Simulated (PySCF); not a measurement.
W(O)(NH)(OH)(NH2) (H4N2O2W), SMILES [NH]=[W]([NH2])(=[O])[OH], multiplicity 1.

The structure is a stationary point at PBE0-D3(BJ)/def2-SVP. The spin state was assumed, not searched. The structure was generated by enumeration; whether it is a known compound was not checked. The def2 effective core potentials stand for the cores of W; spin–orbit coupling is left out. One conformer was computed; it need not be the lowest.

The numbers are results of PBE/def2-TZVP run with PySCF, not measurements.

The molecule is in vacuum.

```json
{
  "total_energy": "-329.50922 hartree",
  "highest_occupied_level": "-6.43 eV",
  "lowest_empty_level": "-1.69 eV",
  "orbital_gap": "4.74 eV",
  "dipole_moment": "2.98 D",
  "quadrupole, principal values (traceless, Buckingham form, about the centre of nuclear charge)": "-9.27, -1.16, 10.42 D·Å",
  "mean_static_polarisability": "61.1 bohr³ (9.05 Å³)",
  "polarisability_principal_values": "56.5, 60.4, 66.4 bohr³"
}
```
